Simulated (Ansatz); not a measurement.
Reaction (ligand exchange at the Si–C bond): `[BH2][GaH][CH2][SiH2]F` + `N=C(N)S` → `N=C(S)N[SiH2]F` + `[BH2][GaH][CH3]`

Gas-phase electronic energies from Ansatz, PBE0-D4/def2-TZVP geometries. CBS: MP2 limit from def2 TZ/QZ plus the TZ coupled-cluster correction, frozen cores. Functionals use def2-TZVPP. For Ga outer-core shells are correlated without core-valence functions, which leaves a few kJ/mol of doubt a bond. Scalar relativity is left out up to krypton. One conformer a species, not always the lowest.

```tsv
level	ΔE (eV)
r2SCAN-D4	-0.42
PBE0-D4	-0.40
ωB97X-V	-0.45
HF/def2-TZVPP	-0.73
MP2/def2-TZVPP	-0.50
CCSD(T)/def2-TZVPP	-0.50
MP2/def2-QZVPP	-0.50
CCSD/CBS(def2)	-0.52
```

Q: What does CCSD(T)/CBS give? (An estimate is asked.)

A: Ansatz gave: -0.49 eV. The listed levels differ from it by 0.07, 0.09, 0.04, -0.24, -0.01, -0.01, -0.01, -0.03 eV.

Largest T1 diagnostic among the species: 0.014.

From PBE to PBE0 (25 % exact exchange), in def2-TZVPP and without D4, ΔE moves by −0.04 eV. In def2-TZVPP, CCSD(T) changes the Hartree–Fock value by +0.24 eV (the triples alone add +0.04 eV) and MP2 by +0.23 eV.
